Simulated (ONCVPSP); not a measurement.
## Before and after: ONCV potential for Br (Z = 35)

Br (Z = 35), optimised norm-conserving Vanderbilt (ONCV), made with ONCVPSP 4.0.1 (PBEsol, non-relativistic). Core [Ar] 3d10, reference 4s2 4p5. Waves: 4s: rc 1.50 bohr, ncon 4, nbas 7, qcut 4 1/bohr, 2 projectors, debl 1.3 Ha; 4p: rc 1.20 bohr, ncon 4, nbas 8, qcut 6.6 1/bohr, 1 projector; d scattering state at 0.15 Ha: rc 1.45 bohr, ncon 4, nbas 8, qcut 7.3 1/bohr, 3 projectors, debl 1.2 Ha. Local part: polynomial inside 0.85 bohr (lpopt 5, dvloc0 0 Ha). Core correction: none.

All-electron outer shells of the reference configuration (PBEsol, non-relativistic, ld1.x):

| shell | level (eV) | outermost node (bohr) | outermost maximum (bohr) |
| --- | --- | --- | --- |
| 3p | -171.44 | 0.21 | 0.49 |
| 3d | -68.34 | – | 0.43 |
| 4s | -19.42 | 0.68 | 1.45 |
| 4p | -7.89 | 0.71 | 1.68 |

Change: core correction Teter function, fcfact 5.25, rcfact 1.6.

Cutoffs: the cutoffs (Ha) at which the residual kinetic energy of the hardest occupied pseudo-wave falls to 1 and 0.1 mHa per electron; they do not see the model core or the augmentation charge, which bear on the density cutoff. Errors are all-electron minus pseudo energies relative to the spin-unpolarised reference configuration.

Problem. Predict the effect on cutoff, ghosts and configuration errors.

Solution. The potential gets neither clearly harder nor softer (115 Ha and 145 Ha → 115 Ha and 145 Ha); both files keep a bound ghost (d, s); of the 4 tests that both files solve, the error grows in 0 and shrinks in 3 by more than 15 % and 0.3 meV (median size 22.2 → 3.1 meV). Exchange and correlation are not linear in the density, so unscreening with the valence charge alone errs where core and valence overlap; a model core restores that term. A model core, the more so a compact one, raises the density cutoff, which this test does not measure.

```tsv
quantity	base	changed
cutoff, loose	115 Ha	115 Ha
cutoff, tight	145 Ha	145 Ha
bound ghosts	s, d	s, d
GHOST(+) flags under 300 eV	p at 23.5 eV	p at 23.5 eV
error for 4s2 4p4, meV [ΔE 12.58 eV]	+7.7	+2.9
error for 4s2 4p3, meV [ΔE 35.35 eV]	+37	-3.3
error for 4s2 4p2, meV [ΔE 69.31 eV]	+82	-78
error for 4s2 4p4.5, meV [ΔE 5.09 eV]	+1.7	+0.9
s: phases at 1.52 bohr within 0.05 rad from the reference energy up to (Ha; the scan ends near 5)	to the end of the scan	to the end of the scan
p: phases at 1.22 bohr within 0.05 rad from the reference energy up to (Ha; the scan ends near 5)	0.2	0.2
d: phases at 1.48 bohr within 0.05 rad from the reference energy up to (Ha; the scan ends near 5)	to the end of the scan	to the end of the scan
```

 A true bound ghost makes a file unfit for plane-wave use even where its test errors are small: the radial tests pick states by their node count and pass the ghost by.
